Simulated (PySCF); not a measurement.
CH₂Cl₆Si₂, charge -1, doublet, at a GFN2-xTB geometry (a state made from the parent by changing its charge; the spin is typed, not shown lowest); PySCF with DF-B3LYP/def2-SV(P).

PySCF was given this input:
```python
from pyscf import gto, scf, dft

mol = gto.M(
    atom='''
Cl    3.087990   -0.396772   -1.265694
Si    1.473981    0.293217   -0.194612
Cl    2.179332    0.667664    1.668849
Cl    0.976619    2.069056   -1.021812
C     0.105443   -0.995103   -0.215735
Si   -1.635604   -0.253433    0.203303
Cl   -2.051876    0.257377   -1.987281
Cl   -1.203103   -0.203777    2.439484
Cl   -2.916123   -1.884244    0.276264
H     0.336163   -1.781037    0.505877
H     0.055626   -1.463471   -1.199885
''',
    basis='def2-sv(p)',
    charge=-1,
    spin=1,
    verbose=4,
)

mf = dft.UKS(mol)
mf.xc = 'b3lyp'
mf.diis_space = 12
mf = mf.density_fit(auxbasis='def2-universal-jkfit')
mf.kernel()
mf.analyze()
```

What the program printed (banner, timings and long lists left out):

```
PySCF version 2.14.0

[INPUT] verbose = 4
[INPUT] num. atoms = 11
[INPUT] num. electrons = 139
[INPUT] charge = -1
[INPUT] spin (= nelec alpha-beta = 2S) = 1
[INPUT] symmetry False subgroup None
[INPUT] Mole.unit = angstrom
[INPUT] Symbol           X                Y                Z      unit          X                Y                Z       unit  Magmom
[...]
nuclear repulsion = 1313.92259285959
number of shells = 74
number of NR pGTOs = 320
number of NR cGTOs = 162
basis = def2-sv(p)
ecp = {}

******** <class 'pyscf.df.df_jk.DFUKS'> ********
method = DFUKS
initial guess = minao
damping factor = 0
level_shift factor = 0
DIIS = <class 'pyscf.scf.diis.CDIIS'>
diis_start_cycle = 1
diis_space = 12
diis_damp = 0
SCF conv_tol = 1e-09
SCF conv_tol_grad = None
SCF max_cycles = 50
direct_scf = False
number electrons alpha = 70  beta = 69
XC library pyscf.dft.libxc version 7.1.2
    S. Lehtola, C. Steigemann, M. J. T. Oliveira, and M. A. L. Marques,  SoftwareX 7, 1–5 (2018)
XC functionals = b3lyp
    P. J. Stephens, F. J. Devlin, C. F. Chabalowski, and M. J. Frisch,  J. Phys. Chem. 98, 11623 (1994)
radial grids:
    Treutler-Ahlrichs [JCP 102, 346 (1995); DOI:10.1063/1.469408] (M4) radial grids

becke partition: Becke, JCP 88, 2547 (1988); DOI:10.1063/1.454033
pruning grids: <function nwchem_prune>
grids dens level: 3
symmetrized grids: False
atomic radii adjust function: <function treutler_atomic_radii_adjust>
small_rho_cutoff = 0
Set gradient conv threshold to 3.16228e-05
tot grids = 185376
******** <class 'pyscf.df.df.DF'> ********
auxbasis = def2-universal-jkfit
init E= -3379.44893880346

cycle= 1 E= -3378.73423447068  delta_E= 0.715  |g|= 0.483  |ddm|= 2.64
cycle= 2 E= -3378.67896968641  delta_E= 0.0553  |g|= 0.579  |ddm|= 1.45
cycle= 3 E= -3378.86294295046  delta_E= -0.184  |g|= 0.0744  |ddm|= 0.823
cycle= 4 E= -3378.86593511685  delta_E= -0.00299  |g|= 0.0206  |ddm|= 0.111
cycle= 5 E= -3378.86611332445  delta_E= -0.000178  |g|= 0.0118  |ddm|= 0.0383
cycle= 6 E= -3378.86619248932  delta_E= -7.92e-05  |g|= 0.000951  |ddm|= 0.015
cycle= 7 E= -3378.86619344455  delta_E= -9.55e-07  |g|= 0.000506  |ddm|= 0.0031
cycle= 8 E= -3378.8661936223  delta_E= -1.78e-07  |g|= 0.000131  |ddm|= 0.00111
cycle= 9 E= -3378.86619363663  delta_E= -1.43e-08  |g|= 4.94e-05  |ddm|= 0.000354
cycle= 10 E= -3378.86619363858  delta_E= -1.95e-09  |g|= 1.83e-05  |ddm|= 0.000124
cycle= 11 E= -3378.86619363884  delta_E= -2.63e-10  |g|= 7.35e-06  |ddm|= 4.54e-05
Extra cycle  E= -3378.86619363883  delta_E= 1.46e-11  |g|= 9.12e-06  |ddm|= 2.33e-05
converged SCF energy = -3378.86619363883  <S^2> = 0.75209397  2S+1 = 2.0020929
**** SCF Summaries ****
Total Energy =                       -3378.866193638825280
Nuclear Repulsion Energy =            1313.922592859594261
One-electron Energy =                -7311.994161068691028
Two-electron Energy =                 2619.205374570271488
Two-electron Coulomb Energy =         2837.370975553158587
DFT Exchange-Correlation Energy =     -218.165600982887156
**** MO energy ****
                             alpha | beta                alpha | beta
[...]
To work with the spin densities directly, `use mulliken_meta_spin()` only printing them here.

 ** Mulliken spin pop alpha/beta on meta-lowdin orthogonal AOs **
 ** Mulliken Spin Density (per AO)  **
spin_pop of  0 Cl 1s        0.00000
spin_pop of  0 Cl 2s        0.00000
spin_pop of  0 Cl 3s       -0.00003
spin_pop of  0 Cl 4s        0.00001
spin_pop of  0 Cl 2px      -0.00000
spin_pop of  0 Cl 2py       0.00000
spin_pop of  0 Cl 2pz      -0.00000
spin_pop of  0 Cl 3px      -0.00016
spin_pop of  0 Cl 3py       0.00004
spin_pop of  0 Cl 3pz      -0.00003
spin_pop of  0 Cl 4px       0.00000
spin_pop of  0 Cl 4py       0.00000
spin_pop of  0 Cl 4pz      -0.00000
spin_pop of  0 Cl 3dxy      0.00000
spin_pop of  0 Cl 3dyz     -0.00000
spin_pop of  0 Cl 3dz^2    -0.00000
spin_pop of  0 Cl 3dxz      0.00000
spin_pop of  0 Cl 3dx2-y2    0.00000
spin_pop of  1 Si 1s        0.00000
spin_pop of  1 Si 2s        0.00000
spin_pop of  1 Si 3s       -0.00050
spin_pop of  1 Si 4s        0.00017
spin_pop of  1 Si 2px       0.00000
spin_pop of  1 Si 2py       0.00000
spin_pop of  1 Si 2pz      -0.00000
spin_pop of  1 Si 3px      -0.00052
spin_pop of  1 Si 3py      -0.00048
spin_pop of  1 Si 3pz      -0.00010
spin_pop of  1 Si 4px       0.00001
spin_pop of  1 Si 4py       0.00000
spin_pop of  1 Si 4pz      -0.00002
spin_pop of  1 Si 3dxy     -0.00000
spin_pop of  1 Si 3dyz      0.00000
spin_pop of  1 Si 3dz^2     0.00001
spin_pop of  1 Si 3dxz     -0.00001
spin_pop of  1 Si 3dx2-y2   -0.00006
spin_pop of  2 Cl 1s        0.00000
spin_pop of  2 Cl 2s        0.00000
spin_pop of  2 Cl 3s       -0.00001
spin_pop of  2 Cl 4s       -0.00001
spin_pop of  2 Cl 2px      -0.00000
spin_pop of  2 Cl 2py      -0.00000
spin_pop of  2 Cl 2pz       0.00000
spin_pop of  2 Cl 3px      -0.00004
spin_pop of  2 Cl 3py      -0.00004
spin_pop of  2 Cl 3pz      -0.00001
spin_pop of  2 Cl 4px      -0.00000
spin_pop of  2 Cl 4py      -0.00000
spin_pop of  2 Cl 4pz      -0.00000
spin_pop of  2 Cl 3dxy     -0.00000
spin_pop of  2 Cl 3dyz      0.00000
spin_pop of  2 Cl 3dz^2    -0.00000
spin_pop of  2 Cl 3dxz      0.00000
spin_pop of  2 Cl 3dx2-y2   -0.00000
spin_pop of  3 Cl 1s        0.00000
spin_pop of  3 Cl 2s       -0.00000
spin_pop of  3 Cl 3s        0.00004
spin_pop of  3 Cl 4s        0.00004
spin_pop of  3 Cl 2px       0.00000
spin_pop of  3 Cl 2py      -0.00000
spin_pop of  3 Cl 2pz       0.00000
spin_pop of  3 Cl 3px       0.00089
spin_pop of  3 Cl 3py      -0.00004
spin_pop of  3 Cl 3pz       0.00026
spin_pop of  3 Cl 4px       0.00000
spin_pop of  3 Cl 4py       0.00000
spin_pop of  3 Cl 4pz       0.00001
spin_pop of  3 Cl 3dxy     -0.00000
spin_pop of  3 Cl 3dyz      0.00000
spin_pop of  3 Cl 3dz^2    -0.00000
spin_pop of  3 Cl 3dxz      0.00002
spin_pop of  3 Cl 3dx2-y2    0.00004
spin_pop of  4 C 1s       -0.00000
spin_pop of  4 C 2s        0.00286
spin_pop of  4 C 3s       -0.00002
spin_pop of  4 C 2px       0.00929
spin_pop of  4 C 2py       0.00587
spin_pop of  4 C 2pz       0.00152
spin_pop of  4 C 3px      -0.00007
spin_pop of  4 C 3py       0.00042
spin_pop of  4 C 3pz      -0.00003
spin_pop of  4 C 3dxy      0.00000
spin_pop of  4 C 3dyz     -0.00001
spin_pop of  4 C 3dz^2     0.00002
spin_pop of  4 C 3dxz      0.00000
spin_pop of  4 C 3dx2-y2    0.00000
spin_pop of  5 Si 1s        0.00000
spin_pop of  5 Si 2s        0.00000
spin_pop of  5 Si 3s        0.26679
spin_pop of  5 Si 4s        0.00187
spin_pop of  5 Si 2px      -0.00000
spin_pop of  5 Si 2py       0.00000
spin_pop of  5 Si 2pz      -0.00000
spin_pop of  5 Si 3px       0.04929
spin_pop of  5 Si 3py       0.31672
spin_pop of  5 Si 3pz      -0.00146
spin_pop of  5 Si 4px       0.00016
spin_pop of  5 Si 4py       0.00014
spin_pop of  5 Si 4pz       0.00015
spin_pop of  5 Si 3dxy     -0.00049
spin_pop of  5 Si 3dyz      0.00015
spin_pop of  5 Si 3dz^2     0.00194
spin_pop of  5 Si 3dxz      0.00015
spin_pop of  5 Si 3dx2-y2    0.00058
spin_pop of  6 Cl 1s        0.00000
spin_pop of  6 Cl 2s       -0.00000
spin_pop of  6 Cl 3s        0.00670
spin_pop of  6 Cl 4s        0.00023
spin_pop of  6 Cl 2px      -0.00000
spin_pop of  6 Cl 2py       0.00000
spin_pop of  6 Cl 2pz       0.00001
spin_pop of  6 Cl 3px      -0.00099
spin_pop of  6 Cl 3py       0.00662
spin_pop of  6 Cl 3pz       0.13935
spin_pop of  6 Cl 4px      -0.00003
spin_pop of  6 Cl 4py      -0.00003
spin_pop of  6 Cl 4pz       0.00053
spin_pop of  6 Cl 3dxy      0.00000
spin_pop of  6 Cl 3dyz      0.00026
spin_pop of  6 Cl 3dz^2    -0.00012
spin_pop of  6 Cl 3dxz      0.00005
spin_pop of  6 Cl 3dx2-y2   -0.00001
spin_pop of  7 Cl 1s        0.00000
spin_pop of  7 Cl 2s       -0.00000
spin_pop of  7 Cl 3s        0.00676
spin_pop of  7 Cl 4s        0.00023
spin_pop of  7 Cl 2px       0.00000
spin_pop of  7 Cl 2py       0.00000
spin_pop of  7 Cl 2pz       0.00000
spin_pop of  7 Cl 3px       0.01467
spin_pop of  7 Cl 3py       0.02574
spin_pop of  7 Cl 3pz       0.10387
spin_pop of  7 Cl 4px       0.00005
spin_pop of  7 Cl 4py       0.00003
spin_pop of  7 Cl 4pz       0.00039
spin_pop of  7 Cl 3dxy      0.00002
spin_pop of  7 Cl 3dyz      0.00029
spin_pop of  7 Cl 3dz^2    -0.00015
spin_pop of  7 Cl 3dxz      0.00004
spin_pop of  7 Cl 3dx2-y2    0.00000
spin_pop of  8 Cl 1s        0.00000
spin_pop of  8 Cl 2s       -0.00000
spin_pop of  8 Cl 3s        0.00013
spin_pop of  8 Cl 4s        0.00050
spin_pop of  8 Cl 2px      -0.00000
spin_pop of  8 Cl 2py       0.00000
spin_pop of  8 Cl 2pz      -0.00000
spin_pop of  8 Cl 3px      -0.00069
spin_pop of  8 Cl 3py       0.03337
spin_pop of  8 Cl 3pz      -0.00006
spin_pop of  8 Cl 4px       0.00022
spin_pop of  8 Cl 4py       0.00019
spin_pop of  8 Cl 4pz      -0.00001
spin_pop of  8 Cl 3dxy     -0.00003
spin_pop of  8 Cl 3dyz      0.00002
spin_pop of  8 Cl 3dz^2     0.00001
spin_pop of  8 Cl 3dxz     -0.00001
spin_pop of  8 Cl 3dx2-y2    0.00006
spin_pop of  9 H 1s        0.00302
spin_pop of  9 H 2s        0.00076
spin_pop of  10 H 1s        0.00212
spin_pop of  10 H 2s        0.00056
 ** Mulliken Spin Density (per atom)  **
spin density of  0 Cl =     -0.00018
spin density of  1 Si =     -0.00149
spin density of  2 Cl =     -0.00011
spin density of  3 Cl =      0.00124
spin density of  4 C =      0.01988
spin density of  5 Si =      0.63599
spin density of  6 Cl =      0.15257
spin density of  7 Cl =      0.15194
spin density of  8 Cl =      0.03372
spin density of  9 H =      0.00377
spin density of  10 H =      0.00267
 ** Mulliken pop alpha/beta on meta-lowdin orthogonal AOs **
 ** Mulliken pop       alpha | beta **
In total            70.00000 | 69.00000
 ** Mulliken atomic charges   ( Nelec_alpha | Nelec_beta ) **
charge of  0Cl =     -0.31054  (     8.65518      8.65536 )
charge of  1Si =      0.92434  (     6.53708      6.53858 )
charge of  2Cl =     -0.27104  (     8.63546      8.63558 )
charge of  3Cl =     -0.25847  (     8.62986      8.62861 )
charge of  4C =     -0.62129  (     3.32058      3.30071 )
charge of  5Si =      0.57633  (     7.02983      6.39384 )
charge of  6Cl =     -0.46803  (     8.81030      8.65773 )
charge of  7Cl =     -0.46165  (     8.80679      8.65485 )
charge of  8Cl =     -0.34103  (     8.68737      8.65366 )
charge of  9H =      0.11495  (     0.44441      0.44064 )
charge of  10H =      0.11643  (     0.44312      0.44045 )

WARN: System has nonzero charge -1; the dipole moment is origin-dependent.
Location of origin: [0. 0. 0.]

Dipole moment(X, Y, Z, Debye):  5.29392,  0.38085, -0.62634
```
